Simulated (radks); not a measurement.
Neutral promethium, 61 electrons, occupied as [Xe] 4f5 6s2 (the NIST ground configuration).

All-electron calculation, scalar-relativistic Kohn-Sham, PBE, spin-polarised, spherical densities, finite nucleus; open shells are filled with parallel spins first (spin-orbit coupling, left out, can overturn this in heavy ions); Fermi nuclear charge, rms radius 4.962 fm; hard spherical wall at 2 bohr. Program: a radial shooting solver on a logarithmic mesh with Libxc functionals.

Energy parts (eV):
total: -271974.83
kinetic: 293031.87
electron-nucleus: -668915.59
Hartree: 110266.91
exchange-correlation: -6358.01

Orbitals (lengths in bohr, moments of r in powers of bohr; <r^-3> diverges for s and p1/2; r(90%) holds 90 % of the orbital's charge):
| orbital | occ. | eigenvalue (eV) | <r^2> | <r> | r(90%) | <r^-3> |
|---|---|---|---|---|---|---|
| 1s up | 1 | -44923.54 | 0.0007318 | 0.02318 | 0.0419 | - |
| 1s down | 1 | -44923.54 | 0.0007318 | 0.02318 | 0.0419 | - |
| 2s up | 1 | -7230.283 | 0.01156 | 0.09898 | 0.153 | - |
| 2s down | 1 | -7230.272 | 0.01156 | 0.09898 | 0.153 | - |
| 2p up | 3 | -6447.247 | 0.009265 | 0.08712 | 0.142 | 9572 |
| 2p down | 3 | -6447.244 | 0.009265 | 0.08712 | 0.142 | 9572 |
| 3s up | 1 | -1511.510 | 0.07775 | 0.2608 | 0.383 | - |
| 3s down | 1 | -1510.113 | 0.07765 | 0.2607 | 0.382 | - |
| 3p up | 3 | -1265.687 | 0.07787 | 0.2592 | 0.388 | 1958 |
| 3p down | 3 | -1264.297 | 0.07775 | 0.2590 | 0.388 | 1962 |
| 3d up | 5 | -928.2237 | 0.06598 | 0.2367 | 0.370 | 266.5 |
| 3d down | 5 | -927.1521 | 0.06584 | 0.2365 | 0.369 | 267.0 |
| 4s up | 1 | -242.6975 | 0.4071 | 0.6001 | 0.865 | - |
| 4s down | 1 | -238.8245 | 0.4067 | 0.5998 | 0.864 | - |
| 4p up | 3 | -163.2332 | 0.4657 | 0.6393 | 0.935 | 413.5 |
| 4p down | 3 | -159.3405 | 0.4656 | 0.6391 | 0.935 | 413.6 |
| 4d up | 5 | -51.4716 | 0.5863 | 0.7111 | 1.08 | 44.94 |
| 4d down | 5 | -47.6034 | 0.5878 | 0.7118 | 1.08 | 44.88 |
| 4f up | 5 | 67.7437 | 0.9027 | 0.8805 | 1.39 | 5.690 |
| 4f down | 0 | 71.3593 | 0.9146 | 0.8862 | 1.40 | 5.635 |
| 5s up | 1 | 26.3999 | 1.555 | 1.196 | 1.60 | - |
| 5s down | 1 | 29.0135 | 1.564 | 1.200 | 1.60 | - |
| 5p up | 3 | 54.4957 | 1.636 | 1.224 | 1.63 | 125.8 |
| 5p down | 3 | 56.9038 | 1.645 | 1.228 | 1.63 | 124.1 |
| 5d up | 0 | 100.7828 | 1.685 | 1.230 | 1.66 | 20.74 |
| 5d down | 0 | 102.9936 | 1.692 | 1.232 | 1.67 | 20.61 |
| 6s up | 1 | 216.0269 | 1.678 | 1.204 | 1.75 | - |
| 6s down | 1 | 218.4446 | 1.675 | 1.203 | 1.75 | - |
| 6p up | 0 | 249.6828 | 1.644 | 1.186 | 1.75 | 223.0 |
| 6p down | 0 | 252.1462 | 1.641 | 1.185 | 1.75 | 223.0 |
| 7s up | 0 | 504.0651 | 1.604 | 1.162 | 1.79 | - |
| 7s down | 0 | 506.6515 | 1.603 | 1.161 | 1.79 | - |

The highest occupied level is 6s down at 218.44 eV. The configuration is held as typed, so some empty levels lie below it. Summed over all electrons, <r^2> = 31.67 bohr^2, which gives a Langevin (diamagnetic) susceptibility term of -25.1 x 10^-6 cm^3/mol. Spin moment in Bohr magnetons: 5. The density falls to 0.001 e/bohr^3 at r = 1.98 bohr. The spin density at the nucleus is -4.621 e/bohr^3 (1s 0.030, 2s -0.388, 3s -8.029, 4s -0.897, 5s 5.038, 6s -0.376). The pressure on the wall is 31000 GPa. The electron density at the nucleus is 5.15e+05 e/bohr^3 (large components only).
